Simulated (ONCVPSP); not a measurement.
# An all-electron radial function and its pseudo partner (H)

Columns: radius, all-electron u(r) and pseudo u(r) of the 1s shell (level -6.36 eV) of hydrogen in the configuration 1s1; LDA (Perdew-Zunger), scalar-relativistic, ONCV scheme, ONCVPSP 4.0.1.

| r (bohr) | all-electron | pseudo |
| --- | --- | --- |
| 0.072 | 0.1240 | 0.0996 |
| 0.145 | 0.2322 | 0.1978 |
| 0.217 | 0.3234 | 0.2896 |
| 0.290 | 0.4017 | 0.3750 |
| 0.362 | 0.4668 | 0.4502 |
| 0.435 | 0.5218 | 0.5156 |
| 0.507 | 0.5664 | 0.5690 |
| 0.580 | 0.6031 | 0.6119 |
| 0.652 | 0.6319 | 0.6437 |
| 0.725 | 0.6545 | 0.6667 |
| 0.798 | 0.6713 | 0.6819 |
| 0.870 | 0.6829 | 0.6908 |
| 0.942 | 0.6902 | 0.6953 |
| 1.015 | 0.6937 | 0.6965 |
| 1.088 | 0.6940 | 0.6952 |
| 1.160 | 0.6914 | 0.6918 |
| 1.232 | 0.6864 | 0.6865 |
| 1.305 | 0.6793 | 0.6793 |
| 1.378 | 0.6703 | 0.6703 |
| 1.450 | 0.6599 | 0.6599 |
| 1.522 | 0.6483 | 0.6483 |
| 1.595 | 0.6355 | 0.6355 |
| 1.668 | 0.6218 | 0.6218 |
| 1.740 | 0.6076 | 0.6076 |
| 1.812 | 0.5928 | 0.5928 |
| 1.885 | 0.5774 | 0.5774 |

(1) How many radial nodes do the two functions have?

(2) At about which radius was the pseudo-wave matched?

(3) Is the pseudo-wave norm-conserving?

## Answers

(1) The all-electron 1s function has n − l − 1 = 0; the pseudo-wave has 0.

(2) 1.35 bohr. The columns agree to 0.0005 from 1.16 bohr on; several derivatives are matched, so the curves merge somewhat inside the radius.

(3) Yes: the ONCV scheme keeps the norm inside the radius equal to the all-electron one, which fixes the energy derivative of the logarithmic derivative at the level.
